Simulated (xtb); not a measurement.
BeCl, charge +1, singlet, at a GFN2-xTB geometry (such geometries of metal compounds can be far from the true shape). Base run: GFN2-xTB run with xtb.

Input for xtb:
```
$ xtb mol.xyz --gfn 2 --chrg 1 --json

# file mol.xyz
2

Be    -0.00000000    -0.00000000    -1.34550453
Cl     0.00000000     0.00000000     0.31658930
```

Each row names what was changed in the base input (with any setting that the change needs).

```
change               ΔE vs base (kJ/mol)  HOMO-LUMO gap (eV)  G_solv (kcal/mol)  SCF cycles
-------------------  -------------------  ------------------  -----------------  ----------
base                                0.00                3.57                  -          87
etemp = 10000                      -67.3                3.78                  -          38
alpb = acetonitrile           (withheld)          (withheld)         (withheld)          54
acc = 0.1                           0.00                3.57                  -          88
etemp = 5000                       -4.35                3.59                  -          58
etemp = 1000                        0.00                3.57                  -          67
alpb = toluene                (withheld)                3.59         (withheld)          53
```

**Question.** Complete the blanks.

**Answer.** 
- alpb = acetonitrile, ΔE vs base (kJ/mol): -307.2
- alpb = acetonitrile, HOMO-LUMO gap (eV): 3.60
- alpb = acetonitrile, G_solv (kcal/mol): -73.45
- alpb = toluene, ΔE vs base (kJ/mol): -255.3
- alpb = toluene, G_solv (kcal/mol): -61.04

ALPB and GBSA are two models with their own fitted parameters for each solvent, which aren't always the measured dielectric constant.
